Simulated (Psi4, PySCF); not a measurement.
Approach curve of the dimer H2 ··· H4O4Si (SMILES [H][H] and O[Si](O)(O)O). Monomers: optimised at B3LYP-D3(BJ) (def2-TZVP), held rigid. Orientation: lowest of the rigid-body minima from ten starts at GFN2-xTB. R is the distance of the centres of mass, along which the second monomer moves.

Levels of theory: PBE-D3(BJ)/def2-TZVP, counterpoise-corrected (Psi4); RMP2/3-21G = restricted MP2 (frozen core)/3-21G, no counterpoise correction run with PySCF; SAPT0/jun-cc-pVDZ, frozen core (Psi4).

Interaction energies in kJ/mol:

```json
[
 {"R / Å": "2.97", "PBE-D3(BJ)/def2-TZVP": "3.23", "RMP2/3-21G": "8.67"},
 {"R / Å": "3.17", "PBE-D3(BJ)/def2-TZVP": "-1.01", "RMP2/3-21G": "2.01"},
 {"R / Å": "3.40", "PBE-D3(BJ)/def2-TZVP": "-3.03", "RMP2/3-21G": "-1.34"},
 {"R / Å": "3.58", "PBE-D3(BJ)/def2-TZVP": "-3.47", "RMP2/3-21G": "-2.17"},
 {"R / Å": "3.80", "PBE-D3(BJ)/def2-TZVP": "-3.36", "RMP2/3-21G": "-2.18"},
 {"R / Å": "4.00", "PBE-D3(BJ)/def2-TZVP": "-2.98", "RMP2/3-21G": "-1.82"},
 {"R / Å": "4.31", "PBE-D3(BJ)/def2-TZVP": "-2.28", "RMP2/3-21G": "-1.19"},
 {"R / Å": "4.57", "PBE-D3(BJ)/def2-TZVP": "-1.73", "RMP2/3-21G": "-0.79"},
 {"R / Å": "5.08", "PBE-D3(BJ)/def2-TZVP": "-0.95", "RMP2/3-21G": "-0.35"},
 {"R / Å": "5.82", "PBE-D3(BJ)/def2-TZVP": "-0.39", "RMP2/3-21G": "-0.13"},
 {"R / Å": "6.80", "PBE-D3(BJ)/def2-TZVP": "-0.14", "RMP2/3-21G": "-0.05"},
 {"R / Å": "8.08", "PBE-D3(BJ)/def2-TZVP": "-0.05", "RMP2/3-21G": "-0.02"}
]
```

Q: What does SAPT0/jun-cc-pVDZ give at the same points?

A: 2.97: 8.30; 3.17: 3.19; 3.40: 0.41; 3.58: -0.54; 3.80: -0.99; 4.00: -1.06; 4.31: -0.92; 4.57: -0.75; 5.08: -0.46; 5.82: -0.22; 6.80: -0.09; 8.08: -0.03 (kJ/mol).
